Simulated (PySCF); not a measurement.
Isomers of C10H12, from PBE0-D3(BJ)/def2-SVP geometry optimisation, gas phase (PySCF 2.14.0). One conformer each, no zero-point energy, no frequencies.

Question: Which isomer lies lower at this level?
A. `CC1=C[C@@H]2C=C[C@H]1C=C2C`: A = 2262, B = 1228, C = 1125 MHz, dipole 0.21 D
B. `[CH2:1]=[CH:2][CH2:3][CH2:4][c:5]1[cH:6][cH:7][cH:8][cH:9][cH:10]1` with C1–C2–C3–C4 118°, C2–C3–C4–C5 179°, C3–C4–C5–C6 -89°: A = 3992, B = 598.3, C = 548.6 MHz, dipole 0.12 D

Answer: B. That is 4-phenyl-1-butene (`C=CCCc1ccccc1`), 26.5 kcal/mol below the other.

```tsv
SMILES	mapped SMILES	E (Eh)	relative (kcal/mol)	relative (kJ/mol)	dipole (D)
C=CCCc1ccccc1	[CH2:1]=[CH:2][CH2:3][CH2:4][c:5]1[cH:6][cH:7][cH:8][cH:9][cH:10]1	-387.54194	0.0	0.0	0.12
CC1=C[C@@H]2C=C[C@H]1C=C2C	[CH3:1][C:2]1=[CH:3][C@@H:4]2[CH:5]=[CH:6][C@H:7]1[CH:8]=[C:9]2[CH3:10]	-387.49976	26.5	110.8	0.21
```

As drawn, the lower has an aromatic ring, which the higher lacks.
